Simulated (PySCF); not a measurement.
Job file and geometry (Å, from GFN2-xTB) of an NMR shielding run on `C[O+]1[AlH2-][O+](C)[AlH-]1[F]`, C$_{2}$H$_{9}$Al$_{2}$FO$_{2}$, GIAO PBE0/pcSseg-1 NMR shielding, non-relativistic, gas phase (PySCF 2.14.0, density-fitted response routines); density fitting, a coarse starting grid and PySCF grid level 2 are the driver's defaults:

```
$ OMP_NUM_THREADS=1 python probes_run.py task.json out

{"job": {"kind": "nmr", "xc": "PBE0", "basis": "pcSseg-1"}, "charge": 0, "multiplicity": 1}
C      2.500100     0.010345    -0.905423
O      1.180516    -0.011226    -0.381661
Al     0.147057     1.289855     0.388092
O     -1.168585     0.019080     0.305895
C     -2.561517     0.075042     0.574978
Al    -0.071250    -1.348446    -0.240767
F     -0.496259    -2.073157    -1.661775
H      2.563390    -0.654691    -1.768381
H      2.751432     1.028207    -1.209922
H      3.210172    -0.321166    -0.146485
H     -0.136950     2.412717    -0.633271
H      0.575663     1.511312     1.852468
H     -3.096594    -0.582143    -0.112724
H     -2.759044    -0.244634     1.599066
H     -2.912875     1.100545     0.446370
H      0.267146    -2.202697     0.959271
```

**Question.** What does the program print?

**Answer.** 
```
coarse grid: 14264 points
cycle   1  E = -816.1359732759  dE =  5.384e-01  |g| = 9.672e-01  |ddm| = 3.452e+00
cycle   2  E = -815.9423900354  dE =  1.936e-01  |g| = 1.460e+00  |ddm| = 1.599e+00
cycle   3  E = -816.2915484751  dE = -3.492e-01  |g| = 5.563e-02  |ddm| = 1.076e+00
cycle   4  E = -816.2921374378  dE = -5.890e-04  |g| = 1.522e-02  |ddm| = 5.452e-02
cycle   5  E = -816.2921768447  dE = -3.941e-05  |g| = 5.833e-03  |ddm| = 1.323e-02
cycle   6  E = -816.2921847547  dE = -7.910e-06  |g| = 7.124e-04  |ddm| = 4.576e-03
final grid: 128568 points
cycle   7  E = -816.3571384630  dE = -2.643e-05  |g| = 1.112e-02  |ddm| = 1.713e-02
cycle   8  E = -816.3571197783  dE =  1.868e-05  |g| = 1.530e-02  |ddm| = 1.332e-02
cycle   9  E = -816.3571607016  dE = -4.092e-05  |g| = 1.325e-03  |ddm| = 8.683e-03
cycle  10  E = -816.3571610781  dE = -3.765e-07  |g| = 1.869e-04  |ddm| = 1.216e-03
cycle  11  E = -816.3571610843  dE = -6.229e-09  |g| = 6.010e-05  |ddm| = 1.777e-04
cycle  12  E = -816.3571610847  dE = -4.159e-10  |g| = 2.796e-05  |ddm| = 4.970e-05
converged SCF energy = -816.3571610847

GIAO shielding tensors (ppm)
atom      isotropic    diamagn.    paramagn.     s11        s22        s33       span
  0 C      133.914     238.800    -104.887    102.323    112.198    187.220     84.897
  1 O      323.850     405.830     -81.980    292.275    310.706    368.567     76.292
  2 Al     422.989     797.484    -374.495    361.739    396.894    510.334    148.595
  3 O      323.912     405.712     -81.800    292.253    310.794    368.688     76.435
  4 C      133.960     238.876    -104.915    102.356    112.261    187.264     84.908
  5 Al     478.380     796.373    -317.993    435.851    465.604    533.684     97.833
  6 F      360.484     470.899    -110.415    307.046    324.901    449.503    142.457
  7 H       27.656      27.639       0.017     22.804     25.804     34.360     11.556
  8 H       27.780      27.810      -0.030     23.464     25.458     34.418     10.954
  9 H       27.751      27.519       0.232     23.308     25.233     34.713     11.405
 10 H       27.650      31.562      -3.912     24.812     25.012     33.126      8.314
 11 H       27.669      31.385      -3.716     24.779     24.973     33.255      8.476
 12 H       27.660      27.682      -0.022     22.815     25.805     34.360     11.545
 13 H       27.755      27.568       0.187     23.312     25.233     34.719     11.408
 14 H       27.784      27.856      -0.072     23.463     25.460     34.430     10.967
 15 H       28.230      31.668      -3.438     25.143     25.184     34.364      9.221
```

Size and cost of the density-fitted run: 178 basis functions, 45 s wall time on 1 thread of an Arm Neoverse N1, shared host; peak memory 0.82 GiB.
